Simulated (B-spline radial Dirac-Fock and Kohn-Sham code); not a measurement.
**Binding energies of Tc⁶⁺**

System: technetium as Tc⁶⁺ in the configuration 1s2 2s2 2p6 3s2 3p6 3d10 4s2 4p6 4d1; nuclear rms radius 4.4112 fm (A = 97).

Input of the calculation (task.json; shells as n, l, electrons):

```json
{"items": [{
  "Z": 43,
  "q": 6,
  "cfg": [[1, 0, 2], [2, 0, 2], [2, 1, 6], [3, 0, 2], [3, 1, 6], [3, 2, 10], [4, 0, 2], [4, 1, 6], [4, 2, 1]],
  "A": 97,
  "rrms": 4.4112,
  "do": ["binding"]
}]}
```

Run with: `python xray_run.py task.json out`

Model: multi-electron Dirac-Fock with separately optimised hole states, Breit and Lamb-shift corrections added in first order. Program: an atomic code on a B-spline grid. Correlation and solid-state effects are left out. Energies are counted from the vacuum level.

All terms are in eV, carry their sign (relaxation lowers the binding energy) and add up to the binding energy; ⟨r⟩ is the mean radius of the orbital in the initial state.

```
  subshell  −ε (Koopmans)  relaxation   Gaunt  retardation     QED  binding energy  ⟨r⟩ (bohr)
    K (1s)        21261.1      -54.35  -42.37         3.19  -19.55         21148.0       0.034
   L1 (2s)         3185.2      -25.83   -3.52         0.17   -2.29          3153.8       0.149
L2 (2p1/2)         2934.0      -28.79   -6.41         0.70    0.22          2899.7       0.127
L3 (2p3/2)         2815.1      -28.00   -4.58         0.81   -0.02          2783.3       0.132
   M1 (3s)          659.0       -7.44   -0.43         0.01   -0.43           650.7       0.412
M2 (3p1/2)          561.0       -7.70   -0.87         0.09    0.04           552.6       0.407
M3 (3p3/2)          540.3       -7.41   -0.55         0.11    0.00           532.5       0.417
M4 (3d3/2)          368.0       -8.44   -0.17         0.00    0.05           359.4       0.395
M5 (3d5/2)          364.1       -8.32   -0.04         0.00    0.03           355.8       0.399
   N1 (4s)          169.9       -1.00   -0.07         0.00   -0.07           168.8       1.029
N2 (4p1/2)          136.4       -0.93   -0.12         0.01    0.01           135.4       1.097
N3 (4p3/2)          133.0       -0.88   -0.07         0.02    0.00           132.0       1.119
 N4,5 (4d)          88.15       -0.50    0.01         0.00    0.01           87.67       1.330
```

For the deepest level, K (1s), the Breit terms make up -0.185 % of the binding energy, QED -0.092 % and orbital relaxation -0.257 %.

Spin-orbit splittings: 2p 116.5 eV, 3p 20.08 eV, 3d 3.67 eV, 4p 3.35 eV.

Going to the tabulated ground configuration of the next ion removes an electron from N4,5 (4d), computed at 87.67 eV. NIST lists 88 ± 2 eV as the ionisation energy of this species (theoretical), +0.33 eV from the computed value, within the stated uncertainty.
